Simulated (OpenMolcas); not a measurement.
**S II: Slater's ratio, worked from levels**

```yaml
Program: OpenMolcas
Basis: ANO-RCC-VDZ [4s3p]
Scalar_Hamiltonian: DKH2, point nucleus
Active_space: 5 electrons in 8 orbitals (3s 3p 4s 4p)
State_averaging: 2S+1 = 4 odd, 1 root; 2S+1 = 2 odd, 8 roots; 2S+1 = 4 even, 3 roots (0 in the spin-orbit step)
Spin-orbit_coupling: state interaction with AMFI integrals over the reference wave functions, term energies averaged over their components
```

Methods: CASSCF; SS-CASPT2, IPEA 0.25 Eh, imaginary shift 0.1 Eh (closed shells correlated: 2s 2p). Measured levels: NIST Handbook of Basic Atomic Spectroscopic Data.

**Slater's ratio.** With one set of orbitals, p3 has 2D* - 4S* = 9 F2 and 2P* - 2D* = 6 F2 (F2 = F²/25), a ratio of 2/3. Term energies are centres of gravity, weighted by 2J + 1.

| Source | 2D* - 4S* | 2P* - 4S* | F2 from the first | Ratio |
| --- | --- | --- | --- | --- |
| CASSCF | 18901 | 25629 | 2100 | 0.356 |
| SS-CASPT2 | 18861 | 25580 | 2096 | 0.356 |
| measured | 14872 | 24556 | 1652 | 0.651 |

Energies in cm-1. A ratio away from 2/3 shows effects beyond one configuration with one set of orbitals, and in heavier atoms second-order spin-orbit shifts. In CASSCF the valence s occupation is 1.95 in 2P* against 2.00 in 2D*: mixing out of s² acts most on 2P* and pulls it down.

Active for correlation alone: 4p 4s; no level in the range computed is led by a configuration that fills them, so any true level of that kind is missing. Without dynamic correlation excited terms often stand tens of per cent too high (terms of higher spin than the ground term too low), and those without a measured partner can miss by more than the paired ones (holds for CASSCF). Some terms miss by over 15 % even with CASPT2, which points to a basis or an active space too small for the shells correlated (holds for SS-CASPT2). Measured partners are found by configuration, term and J. A level has none where our copy of the source lacks it or the pairing is in doubt (some pairs that miss far off the trend of their configuration count as doubtful), and it then counts in no deviation. Only configurations of the active space appear.

* marks odd parity.
